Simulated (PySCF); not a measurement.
Arsenic: highly charged ions in a basis for the neutral atom

As²³⁺ [Ne], As²⁴⁺ [He] 2s2 2p5. All numbers are calculated (PySCF 2.14, no relativity, point nucleus, in def2-TZVP (6s5p4d1f, 48 functions)). No spin-orbit coupling, so a gap to NIST mixes the basis error with missing relativistic terms.

Changed run: basis of the neutral atom used for a highly charged ion. This setting is unsound on purpose.

```csv
species,method,sound run (hartree),changed run (hartree),converged
As²³⁺,UHF,not run,-1904.13727,yes
As²³⁺,PBE0,not run,-1904.17124,yes
As²³⁺,r2SCAN,not run,-1904.53960,yes
As²⁴⁺,UHF,not run,-1817.47585,yes
As²⁴⁺,PBE0,not run,-1817.51077,yes
As²⁴⁺,r2SCAN,not run,-1817.82573,yes
```

Ionisation energy of As²³⁺:

| method | changed run (eV) | NIST (eV) |
| --- | --- | --- |
| UHF | 2358.2 | 2356.9 ± 1.4 |
| PBE0 | 2358.2 | 2356.9 ± 1.4 |
| r2SCAN | 2359.6 | 2356.9 ± 1.4 |

The contracted functions were made for the neutral atom and can be too rigid for a highly charged ion.
